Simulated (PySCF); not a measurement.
**Bond curve of IBr⁺**

Set-up: I def2-SVP with ECP28, Br def2-SVP; scalar-relativistic core potentials (PySCF 2.14). Energies in eV from I⁺ + Br in their ground configurations at the same level. State: ²Π (doublet), unpaired electrons π ↑.

All columns are MN15. A positive dipole points towards Br; it is taken about the centre of mass and depends on that origin.

| R (Å) | E (eV) | μ (D) | Mulliken charge on I (basis-dependent) | HOMO (eV) | LUMO (eV) | Mayer bond order | ⟨S²⟩ |
| --- | --- | --- | --- | --- | --- | --- | --- |
| 2.073 | -0.753 | -0.54 | 0.72 | -14.29 | -11.08 | 1.55 | 0.75 |
| 2.169 | -1.644 | -0.70 | 0.74 | -14.45 | -11.27 | 1.53 | 0.75 |
| 2.265 | -2.113 | -0.85 | 0.75 | -14.60 | -11.44 | 1.51 | 0.75 |
| 2.338 | -2.272 | -0.94 | 0.75 | -14.70 | -11.56 | 1.50 | 0.75 |
| 2.410 | -2.312 | -1.03 | 0.76 | -14.78 | -11.66 | 1.49 | 0.75 |
| 2.482 | -2.267 | -1.12 | 0.76 | -14.86 | -11.75 | 1.48 | 0.75 |
| 2.579 | -2.114 | -1.23 | 0.75 | -14.94 | -11.86 | 1.46 | 0.75 |
| 2.699 | -1.835 | -1.40 | 0.75 | -15.02 | -11.94 | 1.42 | 0.75 |
| 2.844 | -1.454 | -1.66 | 0.75 | -15.06 | -11.95 | 1.27 | 0.78 |
| 3.037 | -1.016 | -1.99 | 0.76 | -15.05 | -11.84 | 0.89 | 1.01 |

A fit through these points gives, at Re = 2.404 Å, μ = -1.03 D and dμ/dR = -1.21 D/Å; the reduced mass is 48.66 u.

Task: How strong is the fundamental in the double-harmonic approximation, I = 42.26·(dμ/dR)²/μred km/mol?

Result: I = 42.26·(-1.21)²/48.66 = 1.27 km/mol at MN15.

⟨S²⟩ of the unrestricted solution departs from its pure value on part of the curve, where spin states mix. Spin–orbit coupling is left out, which matters for elements this heavy, above all for dissociation energies. For an ion De counts to the pair picked by the measured ionisation energies or electron affinities, which need not be the lowest pair at this level. The state was picked by a PBE0 search and need not be the measured ground state.
